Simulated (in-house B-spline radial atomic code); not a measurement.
Response and correlation of the arsenic ion As¹⁵⁺

Closed shell [Ne] 3s2 3p6. Computed with a B-spline radial code for spherical atoms: Dirac-Hartree-Fock, relativistic RPA (time-dependent Dirac-Hartree-Fock) for the response and second-order many-body perturbation theory for correlation, no-pair Dirac-Coulomb Hamiltonian, finite nucleus.

Command:
```bash
python run_mb.py task.json out
```
Settings (nuclear radius in fm, box in bohr, cutoff in hartree):
```
basis_form          2
Z                   33
core_configuration  [Ne] 3s2 3p6
rms_radius          4.0968
mass_number         75
speed_of_light      137.036
box_radius          4.897
lmax                7
intervals           60
virtual_cutoff      27225.0
```

Run time, properties included: 1.2 s on 1 thread of Intel(R) Xeon(R) 6975P-C, on a shared host.

| multipole (bohr³, bohr⁵, bohr⁷) | uncoupled | coupled RPA |
| --- | --- | --- |
| dipole | 0.15243 | ? |
| quadrupole | 0.03155 | 0.034322 |
| octupole | 0.018646 | 0.022618 |

(1) What is the coupled dipole polarisability?

(2) Which subshells carry the dipole polarisability?

(3) What does the dipole shielding factor come to?

Dipole polarisability at imaginary frequency:

```tsv
u (Eh)	α(iu) (bohr³)
0	0.139
3.2	0.09334
9.6	0.03378
19.2	0.01444
32	0.007215
64	0.002598
128	0.0008298
320	0.0001554
```

(4) What dispersion coefficients follow for two such ions (the dispersion part alone)?

Lowest J = 1 odd-parity excitations:

```csv
energy (eV),oscillator strength,leading channel,weight
77.381,0.000582,3p3/2 → d3/2,0.69
89.482,0.0275,3p1/2 → d3/2,0.481
110.68,1.87,3p1/2 → d3/2,0.481
280.12,0.205,3p3/2 → s1/2,0.973
286.84,0.179,3p1/2 → s1/2,0.971
332.46,0.0352,3p3/2 → d3/2,0.626
335.56,0.999,3p3/2 → d5/2,0.654
342.3,0.411,3p1/2 → d3/2,0.961
```

Second-order correlation energy by the highest angular momentum of the excited pair (hartree): s -0.02048, p -0.1661, d -0.5082, f -0.1251, g -0.04925, h -0.01831, i -0.008357, k -0.004336.

(5) What is the second-order correlation energy at the partial-wave limit?

Results:

(1) 0.13902 atomic units, -9 % against the uncoupled value.

(2) 3p3/2 66.7 %, 3p1/2 30.6 %, 3s1/2 2.3 %.

(3) The dipole shielding factor is 0.545, against the exact N/Z = 18/33 = 0.545 of the non-relativistic theorem.

(4) C6 = (3/π)∫α(iu)²du = 0.07299 hartree·bohr⁶ and C8 = 0.1248 hartree·bohr⁸.

(5) The listed waves sum to -0.90016 hartree; extrapolating the increments as (l + 1/2)⁻⁴ gives -0.90902 hartree, -1.37 eV per electron.
